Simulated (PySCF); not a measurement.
**ErS at PBE0**

Computed with PBE0; basis Er x2c-SVPall, S x2c-SVPall; spin-free X2C with a Gaussian nucleus; PySCF 2.14.

```json
{"state": "triplet, about 11.9 electrons in the 4f shell (Mulliken), real f orbitals that mix terms, a second solution, started from another occupation", "bond length": "4.467 bohr", "harmonic wavenumber": "395 cm⁻¹", "force constant": "2.46 mdyn/Å", "rotational constant Be": "0.1125 cm⁻¹", "anharmonicity ωexe": "0.920 cm⁻¹", "vibration–rotation constant αe": "0.000351 cm⁻¹", "energy of the minimum from ground-state Er (4f12 6s2) + S": "-3.28 eV", "bond order (Mayer)": "2.28", "dipole moment (positive dipole means Er(−)S(+))": "-9.22 D"}
```

Spin–orbit coupling is left out, which matters for elements this heavy, above all for dissociation energies.
